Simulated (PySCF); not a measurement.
**C2H4N2Si: core ionisation energies**

Compound: C₂H₄N₂Si.
SMILES with atom numbers: `[N:1]#[C:2]/[CH:3]=[N:4]/[SiH3:5]`

Method: delta-SCF UKS SCAN, pcX-2 on the ionised atom, pcseg-1 elsewhere, spin-free X2C (PySCF). Binding energies are ΔSCF values: E(core-ionised, relaxed orbitals) − E(ground state) at a fixed geometry, referred to the vacuum level.

What binding energy does each computed site have?

```csv
atom(s),bonded to,level,binding energy (eV),2p1/2 (eV),above the level's lowest (eV),count
Si5,N and 3 H,Si 2p3/2,107.68,108.30,0.00,1
C2,N (triple bond) and C,C 1s,292.66,–,0.00,1
C3,"N (double bond), C and H",C 1s,293.69,–,+1.03,1
N4,C (double bond) and Si,N 1s,405.22,–,0.00,1
N1,C (triple bond),N 1s,405.59,–,+0.37,1
Si5,N and 3 H,Si 1s,1847.52,–,0.00,1
```

The listed C 1s values span 1.03 eV, from C2 (bonded to N (triple bond) and C) to C3 (bonded to N (double bond), C and H). Summing the Pauling electronegativity differences to the bonded atoms, each weighted by its formal bond order, gives +1.47 for the lowest site and +0.63 for the highest; the largest sum, +1.47, belongs to C2, 1.03 eV below the top. The smallest sum, +0.63, belongs to C3, 1.03 eV above the lowest.

Lowest listed N 1s: N4, bonded to C (double bond) and Si. Highest, 0.37 eV above it: N1, bonded to C (triple bond). Summing the Pauling electronegativity differences to the bonded atoms, each weighted by its formal bond order, gives -2.12 for the lowest site and -1.47 for the highest.

Express the binding energy of N 1s of N1 in atomic units and per mole.

405.59 eV = 14.9052 Eh = 39133 kJ/mol.

Spin contamination (⟨S²⟩ against 0.75 for a pure doublet) is marked for C 1s of C2 (0.86), which makes this value less certain. 2p3/2 and 2p1/2 are the ΔSCF energy of one spin-free 2p hole plus the eigenvalues of a spin–orbit and ligand-field matrix of the shell. 2p1/2 minus 2p3/2 (ligand field included): Si 0.62 eV. Isolated species at its PBE0-D3(BJ)/def2-SVP geometry, gas phase.
